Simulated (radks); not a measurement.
Initial-state core-level shifts of the lead ion Pb3+ when its valence configuration changes from [Xe] 4f14 5d10 6s1. Method: Dirac Kohn-Sham, PBEsol, spin-unpolarised, spherical densities, point nucleus; open shells fill j = l - 1/2 first; computed with a radial shooting solver on a logarithmic mesh with Libxc functionals. Shifts are changes of the shell-averaged eigenvalues in eV (positive: less bound).

4f14 5d9 6s2: 2s -4.884; 3s -4.790; 4d -4.693; 5s -4.313
4f13 5d10 6s1 6p1: 2s -21.845; 3s -24.087; 4d -19.763; 5s -10.469
4f14 5d10 6p1: 2s -1.200; 3s -1.218; 4d -1.220; 5s -1.205
4f13.5 5d10 6s1.5: 2s -10.213; 3s -11.316; 4d -9.206; 5s -4.617
4f14 5d9 6s1 6p1: 2s -6.066; 3s -5.990; 4d -5.894; 5s -5.493
4f12.5 5d10 6s1.5 6p1: 2s -32.515; 3s -35.895; 4d -29.250; 5s -15.175
4f13.5 5d9 6s1.5 6p1: 2s -16.428; 3s -17.443; 4d -15.219; 5s -10.185
4f13.5 5d7 6s1.5 6p3: 2s -29.916; 3s -30.684; 4d -28.151; 5s -21.986
4f12.5 5d8 6s1.5 6p3: 2s -46.293; 3s -49.420; 4d -42.431; 5s -27.179
